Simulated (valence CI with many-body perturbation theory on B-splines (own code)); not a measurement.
## Questions on Zn25+

Level of theory: configuration interaction combined with many-body perturbation theory (CI+MBPT): three valence electrons over a frozen Dirac-Fock core [He], a basis of 9 s, 9 p, 8 d, 6 f, 3 g, 1 h functions for each j, with the one-electron correlation potential Σ1 (screened to all orders), the two-electron term Σ2, the three-electron term Σ3, Breit, model QED; selected single and double excitations, second order for the rest, scaled by the run's own slope (own B-spline code, finite nucleus).

No measured spectrum was set against this ion. As an estimate, levels of excited configurations hold to 0.05 to 0.15 % of their energy, terms of the ground configuration to about 0.5 %.

Names give the largest LS component (configuration and term), which can be under half, so a name can repeat, a term be missing and a line seem to break the LS rules; names also repeat where a configuration has a term twice.

Rates and lifetimes use the calculated energies. Strong lines usually hold to 10 to 20 %, long lifetimes can be off by a factor of two.

What is the ground level?

2s2 2p 2P°_1/2, composition 98 % 2s2 2p 2P°, g = 0.659.

Name the longest-lived excited levels whose lifetime is computed, and their main decay.

2s2 2p 2P°_3/2 at 2.02 Ry lives 10.2 μs, mostly by M1 to 2s2 2p 2P°_1/2; 2s 2p2 4P_3/2 at 5.76 Ry lives 33.7 ns, mostly by E1 to 2s2 2p 2P°_3/2; 2s 2p2 4P_5/2 at 6.55 Ry lives 3.89 ns, mostly by E1 to 2s2 2p 2P°_3/2.

Where does the other parity begin?

At 2s 2p2 4P_1/2, 4.68 Ry.

How well does LS coupling describe the low levels?

Among the lowest 20 levels the leading LS term, summed over configurations, holds 90 % on average. For single configurations the figures are 88 % in LS and 87 % in jj coupling. Terms mix most in the J = 1/2 level at 11.90 Ry, where the leading one holds 67 %.

What is the ionisation energy?

2492.1 eV; NIST lists 2491.5 ± 1.1 eV (semi-empirical).
